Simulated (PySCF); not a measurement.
Computed IR spectrum (relative IR intensity) of a molecule C₅H₅FO. Geometry: r2SCAN-D4/def2-SVP. One conformer was computed; it need not be the lowest. These are PySCF with r2SCAN-D4/def2-SVP values and carry that method's errors. No scaling factor is applied to the harmonic values.

```tsv
ν (cm⁻¹)	relative intensity
78	7.4
146	2.3
266	3.9
304	4.8
585	12
757	56
865	3.7
903	13
941	5.2
945	14
974	7.3
1057	9.9
1069	5.9
1107	2.9
1191	66
1204	6.8
1237	7.1
1303	21
1374	22
1425	5.4
1633	2.3
1846	99
2872	100
3057	11
3132	2.7
3190	3.7
3222	5.0
```

Q: Which structure fits?
A) FC1C=COC=C1
B) Cc1ccc(F)o1
C) C=C=C[C@@H](F)C=O
D) O=C[C@]1(F)C=CC1

A: D, O=C[C@]1(F)C=CC1
